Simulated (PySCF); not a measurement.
**Electron correlation in Ru(2+) (ruthenium, charge +2)**

[Kr] 4d5 5s1, high-spin 7S determinant (an excited configuration). All numbers are calculated (PySCF 2.14, a scalar-relativistic core potential, in aug-cc-pVTZ-PP with ECP28MDF (6s6p5d3f2g, 88 functions)). Frozen: 4s2 4p6; 6 electrons correlated.

```tsv
level	correlation energy (mhartree)
CCSD	-90.33
(T)	-1.41
CCSD(T)	-91.74
```

Diagnostics: T1 = 0.0045, D1 = 0.0154, largest double amplitude 0.018.

Question: Is a single reference adequate?

Answer: Yes, within this model without spin-orbit coupling: T1 lies below 0.03 and no double amplitude reaches 0.07.
